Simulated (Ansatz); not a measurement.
The same path of CH7BNSi (11 atoms, charge 1, multiplicity 1) was run twice with different band settings. The coordinate that changes most is the dihedral H6–Si1–N2–C4.

Level of theory: RKS PBE/cc-pVDZ (Ansatz).

Relaxed end points:

```xyz
11
Properties=species:S:1:pos:R:3
Si -0.874 1.395 0.038
N 0.532 0.110 0.100
B 0.457 -1.203 0.845
C 0.453 -1.242 -0.666
H -0.777 1.958 -1.345
H -0.529 2.335 1.149
H -2.084 0.547 0.278
H 1.469 0.551 0.096
H 0.463 -1.587 1.974
H 1.368 -1.500 -1.226
H -0.479 -1.364 -1.245
```

```xyz
11
Properties=species:S:1:pos:R:3
Si -1.034 1.232 0.354
N 0.370 -0.057 0.408
B 0.194 -1.525 0.093
C 0.973 -0.676 -0.886
H -1.989 0.612 -0.617
H -0.358 2.469 -0.146
H -1.512 1.279 1.771
H 1.064 0.146 1.149
H -0.302 -2.488 0.591
H 2.076 -0.705 -0.904
H 0.517 -0.286 -1.813
```

Common settings: spring 5.0 eV/Å²; optimiser quadratic models (default); start path IDPP; force threshold 0.05 eV/Å; iteration limit 60; end points relaxed.

| run | movable images | climbing image |
| --- | --- | --- |
| 1 | 7 | yes |
| 2 | 6 | no |

Question: What does each run give, and how far can it be trusted?

Answer: Run 1: converged after 5 iterations, highest image 0.044 eV above the first end. A vibrational analysis at the climbing image gives one clearly imaginary mode, 104i cm⁻¹: a first-order saddle point.
Run 2: converged after 5 iterations, highest image 0.043 eV above the first end. No image climbed, so the highest image needn't sit at the top of the path.
Limits of this set-up: the dipole of an ion depends on the origin.
